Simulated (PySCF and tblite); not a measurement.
Values are calculated unless marked as measured or tabulated.
Molecule: C₂H₈GeN₂, numbered as in [CH2:1]=[CH:2][GeH:3]([NH2:4])[NH2:5]; H named by carrier, a and b as here (out-of-plane angle -20°, Å):

```
C1       2.152    0.040   -0.003
C2       1.161   -0.143    0.852
Ge3     -0.752    0.146    0.444
N4      -0.983    1.442   -0.786
N5      -1.675   -1.294   -0.196
H1a      1.973    0.388   -1.009
H1b      3.186   -0.138    0.254
H2       1.389   -0.493    1.850
H3      -1.488    0.513    1.713
H4a     -1.592    1.265   -1.567
H4b     -0.219    2.037   -1.058
H5a     -1.308   -1.707   -1.043
H5b     -1.829   -2.040    0.468
```

The mean out-of-plane torsion at N4 (0° is planar) is held and the rest relaxed at GFN2-xTB. Energies: PBE/pcSseg-1 + D3(BJ). Couplings: B3LYP/pcseg-1 with H pcJ-1 N pcJ-1, gas phase, for ¹H, ¹⁵N. (tblite 0.8, PySCF 2.14.)

One held structure gave ¹J(N4,H4a) = -89.3, ¹J(N4,H4b) = -88.3, ²J(N4,H3) = -6.7, ²J(H4a,H4b) = -2.7, ²J(N4,N5) = 3.9, ³J(H3,H4b) = -2.4, ³J(N4,H5b) = -4.8, ³J(N5,H4b) = -4.4 Hz.

At which out-of-plane angle was it held?
A. 37°
B. 21°
C. -20°
D. -37°
E. 0°

E. It lies 2.24 kcal/mol above the lowest point.

Spin–orbit effects of heavy atoms are missing.
